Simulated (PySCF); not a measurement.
**Excitation energy of Tc⁺ by level of theory**

Tc⁺ [Kr] 4d5 5s1 (7S) → Tc⁺ [Kr] 4d5 5p1 (7P), as a difference of total energies. Computed with PySCF 2.14 in aug-cc-pVTZ-DK (9s8p6d3f2g, 102 functions), with scalar relativity by spin-free X2C-1e. Correlated levels: valence: [Kr] frozen. The calculations carry no spin-orbit coupling.

| method | excitation energy (cm⁻¹) |
| --- | --- |
| UHF | 35963 |
| MP2 (valence) | 37531 |
| SCS-MP2 (valence) | 36486 |
| CCSD (valence) | 37479 |
| CCSD(T) (valence) | 37540 |

A first-order spin-orbit estimate (lowest level to lowest level, LS coupling) adds -0.083 eV.
